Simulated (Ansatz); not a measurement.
Ansatz (a program for electronic structure) input (r2SCAN/cc-pVTZ): A basis named .json is the Basis Set Exchange file of that set (core-valence sets with the plain set on hydrogen).

Ansatz 0.2 input:
```yaml
crystal:
  periodic: [false, false, false]
  atoms:
    - {symbol: B, position_ang: [-0.96009521, 0.13120463, -0.01370137]}
    - {symbol: N, position_ang: [0.63504834, -0.13477306, -0.03981207]}
    - {symbol: H, position_ang: [-1.21385758, 1.20242986, -0.47732170]}
    - {symbol: H, position_ang: [-1.43957867, -0.29568526, 0.99363338]}
    - {symbol: H, position_ang: [0.83054334, -1.10846828, 0.17477974]}
    - {symbol: H, position_ang: [1.17231349, 0.43494880, 0.62287371]}
    - {symbol: H, position_ang: [1.00571709, 0.05416318, -0.96677382]}
basis:
  gaussian:
    orbitals: cc-pVTZ
    fitting: {mean_field: cc-pV5Z-JKFIT.json}
hamiltonian:
  xc: {name: r2SCAN}
magnetization: {spin_polarized: true, initial_magnetization: 1}
```

Output:

```
Functional definition: r2SCAN
integrals: 0.07 GiB planned
707 factors; integrals over basis functions are off by at most 1.8e-2 eV
mean field: 0.45 GiB planned
mean field evaluation 1: about -2239.6145 eV, gradient 3.7e1 eV
mean field evaluation 2: about -2235.1843 eV, gradient 4.9e1 eV
mean field evaluation 4: about -2245.6168 eV, gradient 1.6e0 eV
mean field evaluation 8: about -2245.6363 eV, gradient 2.2e-2 eV
mean field evaluation 16: about -2245.6363 eV, gradient 2.7e-5 eV
mean field -2245.63625481 eV, -82.5256102173 hartree, gradient 2.7e-5 eV, S^2 0.755541; 0 other end points of the search recorded, 0 dependent functions left out
reference -2245.63626744 eV, -82.5256106815 hartree; 9, 8 occupied and 121, 122 virtual orbitals, 707 factors
Total energy: -2245.63626744 eV, -82.5256106815 hartree
```
